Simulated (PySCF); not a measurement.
Isomers of [C7H10P]-.

All values: PBE0/pcSseg-1 (PySCF) at GFN2-xTB geometries, gas phase, one conformer each.

(1) Rank by the lowest Hirshfeld charge on any atom, lowest value first.
A. `[CH3:1][CH2:2][c:3]1[cH:4][p-:5][cH:6][c:7]1[CH3:8]` (charge -1) with C1–C2–C3–C4 91°
B. `[CH3:1][CH:2]([CH3:3])[c:4]1[cH:5][cH:6][cH:7][p-:8]1` (charge -1) with C1–C2–C4–C5 117°
C. `[CH3:1][CH2:2][c:3]1[cH:4][c:5]([CH3:6])[cH:7][p-:8]1` (charge -1) with C1–C2–C3–C4 80°

(2) Rank by LUMO energy, lowest first.
A. `[CH3:1][CH2:2][c:3]1[cH:4][p-:5][cH:6][c:7]1[CH3:8]` (charge -1) with C1–C2–C3–C4 91°
B. `CC1=CC(C)=C(C)[P-]1`
C. `[CH3:1][CH2:2][c:3]1[cH:4][p-:5][c:6]([CH3:7])[cH:8]1` (charge -1) with C1–C2–C3–C4 93°

Results:

(1) A (-0.245 e), C (-0.233 e), B (-0.205 e).

(2) A (4.93 eV), C (5.07 eV), B (5.21 eV).

All values together:

```csv
SMILES,HOMO (eV),LUMO (eV),lowest IAO charge (e),highest IAO charge (e),lowest Hirshfeld charge (e),highest Hirshfeld charge (e)
CCc1cc[p-]c1C,-0.24,4.93,-0.454 (C),+0.133 (H),-0.236 (P),+0.027 (H)
CC(C)c1ccc[p-]1,-0.32,5.10,-0.448 (C),+0.137 (H),-0.205 (P),+0.024 (H)
Cc1cc(C)c(C)[p-]1,-0.20,5.21,-0.412 (C),+0.126 (H),-0.232 (P),+0.020 (H)
CCc1c[p-]cc1C,-0.16,4.93,-0.464 (C),+0.134 (H),-0.245 (P),+0.026 (H)
CCc1c[p-]c(C)c1,-0.23,5.07,-0.469 (C),+0.134 (H),-0.235 (P),+0.026 (H)
CCc1cc(C)c[p-]1,-0.20,5.18,-0.464 (C),+0.137 (H),-0.233 (P),+0.023 (H)
```

Conformers: `[CH3:1][CH2:2][c:3]1[cH:4][cH:5][p-:6][c:7]1[CH3:8]` (charge -1) with C1–C2–C3–C4 88°; `[CH3:1][CH:2]([CH3:3])[c:4]1[cH:5][cH:6][cH:7][p-:8]1` (charge -1) with C1–C2–C4–C5 117°; `[CH3:1][CH2:2][c:3]1[cH:4][p-:5][cH:6][c:7]1[CH3:8]` (charge -1) with C1–C2–C3–C4 91°; `[CH3:1][CH2:2][c:3]1[cH:4][p-:5][c:6]([CH3:7])[cH:8]1` (charge -1) with C1–C2–C3–C4 93°; `[CH3:1][CH2:2][c:3]1[cH:4][c:5]([CH3:6])[cH:7][p-:8]1` (charge -1) with C1–C2–C3–C4 80°.
